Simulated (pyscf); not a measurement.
C₂H₅B (SMILES B1CC1), singlet

Gas-phase minimum from PySCF at ωB97X-D3(BJ)/def2-SVP, one conformer. cyclic C₂H₅B (SMILES B1CC1) lies 10.3 kcal/mol over its isomer H₂B–CH=CH₂ (electronic energy, ωB97M-D3(BJ)). 

```xyz
8

B     -0.2826    -0.8274    -0.5312
C     -1.5905    -0.7715    -1.3343
C     -0.2711    -0.2813    -1.9666
H      0.3022    -1.0998     0.4778
H     -2.0296    -1.6989    -1.7227
H     -2.3491    -0.0187    -1.0857
H      0.1634    -0.8845    -2.7735
H     -0.1552     0.7963    -2.1375
```

Bonded distances (Å): B1–C2 1.536, B1–C3 1.536, B1–H4 1.198, C2–C3 1.543, C2–H5 1.097, C2–H6 1.097, C3–H7 1.097, C3–H8 1.097. Angles (°): C2–B1–C3 60.3, C2–B1–H4 149.8, C3–B1–H4 149.8, B1–C2–C3 59.8, B1–C2–H5 119.7, B1–C2–H6 119.7, C3–C2–H5 117.8, C3–C2–H6 117.8, H5–C2–H6 112.5, B1–C3–C2 59.8, B1–C3–H7 119.7, B1–C3–H8 119.7, C2–C3–H7 117.7, C2–C3–H8 117.8 (the first ones only).

Properties at ωB97X-D3(BJ)/def2-SVP:

```json
{
  "harmonic_wavenumbers_unscaled": "459, 463, 679, 745, 870, 949, 981, 1005, 1062, 1187, 1210, 1380, 1429, 2729, 3135, 3139, 3213, 3224 cm⁻¹",
  "zero_point_energy": "39.8 kcal/mol",
  "rotational_symmetry_number": "2",
  "Entropy of this conformer at 298 K and 1 atm, rigid rotor and harmonic oscillator, modes under 100 cm⁻¹ raised to 100": "250.8 J/(mol K)",
  "dipole_moment": "0.21 D"
}
```

Single-point totals, which compare only within one level (frozen core for MP2 and CC):

| level | total energy (hartree) |
|---|---|
| ωB97X-D3(BJ)/def2-TZVP | -104.10684 |
| PBE/def2-TZVP | -103.88114 |
| r²SCAN/def2-TZVP | -103.96871 |
| B3LYP-D3(BJ)/def2-TZVP | -104.05640 |
| PBE0-D3(BJ)/def2-TZVP | -103.90603 |
| M06-2X/def2-TZVP | -103.98905 |
| ωB97M-D3(BJ)/def2-TZVP | -104.07053 |
| HF/def2-TZVPP | -103.30140 |
| MP2/def2-TZVPP | -103.73705 |
| CCSD/def2-TZVPP | -103.76908 |
| CCSD(T)/def2-TZVPP | -103.78793 |

The CCSD(T) − MP2 part came from Ansatz, without density fitting, on the same reference.
